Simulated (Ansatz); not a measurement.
`C[Te]CO` + H₂ → `OC[TeH]` + CH₄ at 500 K and 1 bar (hydrogenolysis of a Te–C bond).

Computed with Ansatz on PBE0-D4/def2-TZVP structures; ΔE is electronic, products minus reactants. CCSD(T)/CBS is the MP2 limit (def2-TZVPP, def2-QZVPP) plus CCSD(T) − MP2 in def2-TZVPP, frozen cores. This one scheme is used for every species. def2 core potentials past Kr. For Te outer-core shells are correlated without core-valence functions, which leaves a few kJ/mol of doubt a bond. Each species was taken in one conformer, which may not be the lowest.

| species | CCSD(T)/CBS energy (Eh) | H − E (kJ/mol) | S (J/(mol·K)) |
| --- | --- | --- | --- |
| `C[Te]CO` | -422.60075 | 248.7 | 400.1 |
| H₂ | -1.17544 | 41.0 | 145.5 |
| `OC[TeH]` | -383.33372 | 159.3 | 347.3 |
| CH₄ | -40.46206 | 135.6 | 206.8 |

H − E and S are ideal-gas, rigid-rotor, harmonic terms from PBE0-D4/def2-TZVP, for one conformer and one mirror image of each species. For small species the MP2-based limit differs from directly extrapolated CCSD(T) by up to some mEh (0.8 for H₂); such offsets cancel only in part. 1 Eh = 2625.50 kJ/mol, R = 8.31446 J/(mol·K).

Task: By hand: ΔE, ΔH, ΔS and ΔG.

Result: ΔE = (-383.33372) + (-40.46206) − (-422.60075) − (-1.17544) = -0.01959 Eh = -51.4 kJ/mol. Δ(H − E) = 159.3 + 135.6 − 248.7 − 41.0 = 5.2, so ΔH = -46.2 kJ/mol. ΔS = 347.3 + 206.8 − 400.1 − 145.5 = 8.5 J/(mol·K). ΔG = -46.2 − 500 × (8.5)/1000 = -50.5 kJ/mol.

Task: By hand: the equilibrium constant, and the temperature at which ΔG would vanish if ΔH and ΔS stayed fixed.

Result: log₁₀ K = −ΔG/(RT ln 10) = 5.3. ΔH and −TΔS have one sign here, so there is no such temperature.

The number of gas molecules stays the same, so ΔS is small and ΔH decides. A doubt of 5 kJ/mol in ΔE shifts log₁₀ K by 0.5 here. Other conformers and mirror images would add mixing entropy, several J/(mol·K) or more a flexible species. These are equilibria of isolated gas molecules and say nothing of rates. Largest T1 diagnostic: 0.011 (customary marks: 0.02 for closed shells, 0.045 for open ones).

ΔS is within the doubt of such terms, so its sign, and with it that verdict, could turn.
